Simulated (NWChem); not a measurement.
# C2H5BFN; SMILES C=CB(N)F

```xyz
10

B     -0.0398    -0.5133     0.0026
F     -0.8750    -1.5599    -0.1796
C     -0.6528     0.9190     0.1346
C      0.0053     2.0601    -0.1093
H     -1.7060     0.9933     0.4134
H     -0.4620     3.0396    -0.0244
H      1.0488     2.0685    -0.4234
N      1.3375    -0.7802     0.0625
H      1.7109    -1.7122    -0.0521
H      2.0316    -0.0746     0.2568
```
Atoms are numbered in this order, from 1.

Results from NWChem. Pople sets run with spherical d functions. Geometry: optimised at B3LYP/6-31G* (spherical d). Field at 589 nm.

For level B3LYP/def2-SVP:

```
Property                          Result
--------------------------------  ------
isotropic polarisability (bohr³)    40.3
anisotropy (bohr³)                  27.3
```

### Question
Estimate the same quantities for level B3LYP/6-31G*.

### Answer
- isotropic polarisability (bohr³) = 38.3
- anisotropy (bohr³) = 29.8
